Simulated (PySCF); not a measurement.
Computed with PBE0-D4/def2-TZVP in PySCF. Isolated molecules, 0 K electronic values unless said otherwise. One relaxed conformer stands for a flexible species; it need not be the lowest. Excitations are Tamm–Dancoff values on a coarser integration grid. The basis has no diffuse functions, so Rydberg states are missing or too high.

Reference species (SMILES): `[SiH3]Cl` (neutral, multiplicity 1).

The T1 excitation (TDA) comes out as 6.96 eV and the HOMO–LUMO gap comes out as 8.95 eV. The S1–T1 gap (TDA) is 0.44 eV.

Changed species: `OB(O)[SiH2]Cl` (X = borono; the reference has X = H).

**Question.** What does the change do to the T1 excitation (TDA), HOMO–LUMO gap and S1–T1 gap (TDA)?

**Answer.** the T1 excitation (TDA) drops by 1.76 eV, to 5.20 eV; the HOMO–LUMO gap decreases by 1.32 eV, to 7.63 eV; the S1–T1 gap (TDA) goes up by 0.62 eV, to 1.06 eV.
